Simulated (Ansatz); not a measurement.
Reactions of CH5FOSSi2, SMILES `F[SiH]([SiH3])OC=S`.

Isolated molecules relaxed with PBE0-D4/def2-TZVP in Ansatz; ΔE leaves out vibrations. CCSD(T)/CBS adds triple-zeta CCSD(T) − MP2 to the extrapolated MP2 energy (def2 sets, frozen cores). This one scheme is used for every species. One conformer a species, not always the lowest.

(1) Order these by ΔE at CCSD(T)/CBS, lowest first. (An estimate is asked.)
A. `F[SiH]([SiH3])OC=S` + HCl → `F[SiH]([SiH3])Cl` + `OC=S`
B. `F[SiH]([SiH3])OC=S` + CH₃SH → `CS[SiH](F)[SiH3]` + `OC=S`
C. `F[SiH]([SiH3])OC=S` + `CCS` → `S=CCCS` + `O[SiH](F)[SiH3]`
D. `F[SiH]([SiH3])OC=S` + H–F → `F[SiH](F)[SiH3]` + `OC=S`

Largest T1 diagnostic: 0.018, for `OC=S`.

## Answers

(1) D (-0.52 eV), C (-0.20 eV), A (-0.10 eV), B (+0.25 eV).
